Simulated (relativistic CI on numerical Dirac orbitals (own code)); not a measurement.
V2+: resonant inelastic scattering at the L2,3 edge

Computed with this model: Dirac-Coulomb-Breit CI, KLI orbitals optimised for each configuration, model QED (radiative potential, 1s self-energy scaled to tabulated hydrogen-like ionisation energies), valence Slater integrals scaled by 0.7, Kramers-Heisenberg scattering through one core-hole configuration in a parametric crystal field; configurations [Ar] 3d3 → [He] 2s2 2p5 3s2 3p6 3d4; 80 K; core-hole width 0.4 eV; summed over polarisations. Incident energies are the highest absorption maxima for each field (at most a few, so the weaker spin-orbit partner edge can be absent), on the computed scale of the free ion. Intensities are in per cent of the strongest line above 0.02 eV; levels within 1 cm⁻¹ are merged; final levels count from the ground level, the first row holds all elastic scattering, lines under 0.4 are left out and each table stops after 24 rows. The scale of the Slater integrals is a model choice and moves the terms in proportion.

Field parameters in Wybourne normalisation: D4h B²₀ = −7Ds, B⁴₀ = 21(Dq − Dt), B⁴₄ = 21√(5/14) Dq; Oh B⁴₀ = 21Dq, B⁴₄ = √(5/14) B⁴₀. The field is a parameter set, without covalency.

S is read from ⟨S²⟩ = S(S + 1).

Oh, 10Dq = 25750 cm⁻¹:

```
Final level (eV)  Degeneracy  Irrep     S  516.8 eV  517.4 eV  523.2 eV
           0.000           4     Γ8  1.50     146.5     111.7     187.5
           1.562           4     Γ8  0.50       1.6       8.7       2.7
           1.628           4     Γ8  0.50       0.6       2.1       4.5
           1.633           2     Γ6  0.50       0.1       1.1       4.6
           2.465           4     Γ8  0.50       0.7       1.8       6.8
           2.474           2     Γ7  0.50       0.5       0.9       2.0
           3.185           2     Γ7  1.50       1.7      10.1      16.7
           3.190           4     Γ8  1.50       5.4      15.6     100.0
           3.198           4     Γ8  1.50       4.5       3.6      47.4
           3.198           2     Γ6  1.50       5.9       0.8      36.6
           4.093           2     Γ6  1.50       1.3       6.2       6.4
           4.096           4     Γ8  1.50       1.5       8.7      18.0
           4.098           2     Γ7  1.50       0.8       1.5      24.1
           4.098           4     Γ8  1.50       1.6       3.8      49.8
           4.450           2     Γ6  0.50       0.2       1.6       1.2
           4.730           2     Γ7  0.50       0.4       2.3       1.9
           4.734           4     Γ8  0.50       1.8       4.9       5.4
           4.752           2     Γ6  0.50       0.2       1.0       2.1
           4.767           4     Γ8  0.50       0.7       4.0       6.2
           4.940           4     Γ8  0.50       0.2       1.2       3.3
           5.392           2     Γ6  0.50       0.9       3.2       5.1
           5.394           4     Γ8  0.50       1.5       1.6      12.4
           5.910           2     Γ7  0.50       0.1       1.1       3.9
           5.920           4     Γ8  0.50       0.3       2.2       5.4
```

D4h, 10Dq = 16100, Ds = 2330, Dt = 1090 cm⁻¹:

```csv
Final level (eV),Degeneracy,Irrep,S,515.7 eV,517 eV,522.9 eV
0.000,2,Γ7,1.50,1557.9,907.8,559.4
0.000,2,Γ6,1.50,106.4,42.8,39.9
0.503,2,Γ7,1.50,45.0,68.4,25.1
0.511,2,Γ7,1.50,24.3,19.5,59.6
0.519,2,Γ6,1.50,47.9,7.6,59.5
0.526,2,Γ6,1.50,38.8,4.9,24.7
1.025,2,Γ7,1.50,12.9,67.7,51.2
1.026,2,Γ6,1.50,23.4,38.2,50.6
1.437,2,Γ6,0.50,28.7,21.3,37.0
1.511,2,Γ7,0.50,17.9,33.6,30.6
1.535,2,Γ7,0.50,12.6,21.6,58.3
1.541,2,Γ6,0.50,18.3,7.5,44.7
1.567,2,Γ6,0.50,14.7,35.5,21.9
1.863,2,Γ7,0.50,25.3,16.3,10.9
1.871,4,Γ6+Γ7,0.50,62.2,74.6,51.1
1.971,2,Γ6,0.54,7.8,8.0,21.0
1.975,2,Γ7,0.54,13.3,11.0,31.6
1.980,2,Γ6,0.59,6.1,15.4,21.5
1.997,2,Γ7,1.48,17.6,20.6,51.6
1.999,2,Γ6,1.43,22.4,19.7,83.6
2.251,2,Γ6,0.50,15.2,26.6,64.0
2.300,2,Γ7,1.00,7.4,36.0,27.1
2.306,2,Γ7,1.27,9.7,16.4,55.9
2.308,2,Γ7,1.40,15.9,18.3,30.5
```

For the first field the strongest loss at the lowest incident energy is the level at 3.20 eV (S = 1.50, against 1.50 in the thermal ground state). Levels of other spin, the first over 8 % at 1.56 eV, appear because spin-orbit coupling of the core hole, and in heavier ions of the valence shell too, mixes spins.
